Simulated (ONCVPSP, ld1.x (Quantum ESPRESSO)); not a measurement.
**Hardness and transferability of assorted potentials**

Generated with ld1.x 7.5 (TM, RRKJ, ultrasoft, PAW), atompaw 4.2 or ONCVPSP 4.0.1. The cutoff is in Ry: for ld1.x and atompaw files where the sum of valence levels is converged to 10 mRy in a Bessel basis, for ONCV files where the hardest occupied wave has 1 mHa per electron of residual kinetic energy. The error is the largest all-electron minus pseudo excitation energy over each file’s own four to seven test configurations (ionisations up to +4, promotions, holes and added fractions of an electron), all of which were solved. The labels leave out finer settings (local radius, basis sizes, second energies), which also bear on the numbers. Spin-polarised tests are not counted. The rows are a selection from randomly drawn settings: files with unsolved tests, undetermined cutoffs or missed reference levels are left out.

A true bound ghost makes a file unfit for plane-wave use even where its test errors are small: the radial tests pick states by their node count and pass the ghost by.

```csv
element,potential,cutoff (Ry),largest error (meV),bound ghosts
O,"ONCV, LDA (Perdew-Wang 92), scalar-relativistic, rc 0.60/1.40/1.10 (spd), local smoothed, core correction no, reference 2s2 2p4, qcut 10.2/8.7/10, projectors 2/2/2",536,+2191,s
Sr,"ONCV, BLYP, scalar-relativistic, rc 2.45/1.90/1.90 (spd), local d, core correction no, reference 4s2 4p6 5s2, qcut 5/8.2/5.4, projectors 3/2/0",42,-1.9,none
Sb,"ONCV, PBEsol, scalar-relativistic, rc 1.30/1.55/1.50 (spd), local smoothed, core correction yes, reference 4s2 4p6 4d10 5s2 5p2, qcut 10.3/11.1/8.3, projectors 2/2/3",76,-216,none
W,"ONCV, LDA (Perdew-Wang 92), scalar-relativistic, rc 1.35/1.55/2.15 (spd), local smoothed, core correction yes, reference 5s2 5p6 5d4 6s1, qcut 7.3/8.1/8.6, projectors 2/3/2",49,-11,none
```

Question: Fill in the row for He: TM, LDA (PZ), scalar-relativistic, rc 0.40/0.40 (sp), local s, core correction no, reference 1s2.

Answer: cutoff 230 Ry, largest error -0.4 meV, bound ghosts: none.

Question: Fill in the row for W: ONCV, LDA (Perdew-Wang 92), scalar-relativistic, rc 1.70/1.95/1.70/0.50 (spdf), local smoothed, core correction yes, reference 4f14 5s2 5p6 5d4.5 6s1.5, qcut 5.8/5.7/6.6/20.3, projectors 2/2/3/1.

Answer: cutoff 2266 Ry, largest error -7.7 meV, bound ghosts: s, p, d.

Question: Fill in the row for Cd: ONCV, PBE, scalar-relativistic, rc 1.40/1.25/1.35 (spd), local smoothed, core correction yes, reference 4s2 4p6 4d9, qcut 10.7/11.8/10.7, projectors 3/1/2.

Answer: cutoff 90 Ry, largest error +67 meV, bound ghosts: none.
